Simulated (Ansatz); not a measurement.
Relaxation of BH₃Sb (5 atoms, charge 0, multiplicity 2), to a largest force component of 0.02 eV/Å in at most 40 steps.

Theory: UHF/def2-SVP (Ansatz 0.2.0).

```xyz
5
Properties=species:S:1:pos:R:3
B -0.085 -0.568 0.470
Sb 0.719 0.355 -1.305
H -0.802 0.007 1.188
H 0.214 -1.673 0.706
H -0.046 1.879 -1.058
```

Problem. Where does it end, and by what steps?

Solution. It converged. After 5 steps the energy has fallen by 0.089 eV; Sb2 moved furthest, 0.07 Å.

| step | energy less start (eV) | largest force component (eV/Å) | accepted |
| --- | --- | --- | --- |
| 0 | 0.0000 | 1.034 | yes |
| 1 | -0.0758 | 0.372 | yes |
| 2 | -0.0836 | 0.140 | yes |
| 3 | -0.0884 | 0.040 | yes |
| 4 | -0.0885 | 0.031 | yes |
| 5 | -0.0886 | 0.002 | yes |

```xyz
5
Properties=species:S:1:pos:R:3
B -0.094 -0.583 0.493
Sb 0.739 0.403 -1.354
H -0.828 -0.008 1.242
H 0.215 -1.717 0.722
H -0.033 1.904 -1.103
```

Time of the run: 31 s on 1 thread of Intel(R) Xeon(R) Processor @ 2.50GHz (Skylake/Cascade Lake), on a shared host, peak memory 0.12 GiB.
